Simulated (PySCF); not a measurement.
**Curvature of the energy in the electron number along the noble gases, charge +1**

Calculated with PySCF 2.14, in x2c-TZVPall, spin-free X2C: one orbital is emptied in steps, and each cell gives the departure of E from the straight line at half an electron, in eV (from a cubic fit). The exact functional gives zero.

```tsv
species	orbital	LDA	PBE	r2SCAN	PBE0	BHandHLYP	LC-wPBE	wB97X	UHF
Ne+	2p beta	-2.57	-2.48	-2.22	-1.69	-0.94	-1.10	-1.07	0.65
Ar+	3p beta	-1.56	-1.51	-1.38	-1.06	-0.64	-0.32	-0.42	0.30
Kr+	4p beta	-1.37	-1.32	-1.21	-0.93	-0.58	-0.21	-0.34	0.23
Xe+	5p beta	-1.15	-1.11	-1.01	-0.79	-0.50	-0.09	-0.23	0.19
```

How does the mean departure depend on the functional?

LDA -1.66 eV; PBE -1.60 eV; r2SCAN -1.46 eV; PBE0 -1.12 eV; BHandHLYP -0.67 eV; LC-wPBE -0.43 eV; wB97X -0.52 eV; UHF 0.34 eV. Semilocal functionals are convex (delocalisation error), Hartree-Fock is concave or straight, and exact exchange removes curvature roughly in proportion to its share, so among the functionals the range-separated hybrids usually come closest to zero.

No spin-orbit coupling is included.
